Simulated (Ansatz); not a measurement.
Ansatz results at the PBE0-D4/def2-TZVP geometry: size of the dipole moment (B3LYP/def2-TZVPP) 1.66 D; HOMO energy (B3LYP/def2-TZVPP) -10.03 eV; HOMO–LUMO gap (PBE/def2-TZVPP) 7.90 eV.

Task: Which molecule gave them?
A. `SB(S)Cl`
B. `CB(F)F`
C. `NB(F)S`
D. `CNB(C)C`

Result: B. The others give `SB(S)Cl`: 1.08, -7.50, 4.70; `NB(F)S`: 1.73, -7.14, 5.69; `CNB(C)C`: 1.34, -7.15, 6.20.

B3LYP here is the variant with VWN-RPA as its local correlation; programs differ in this.
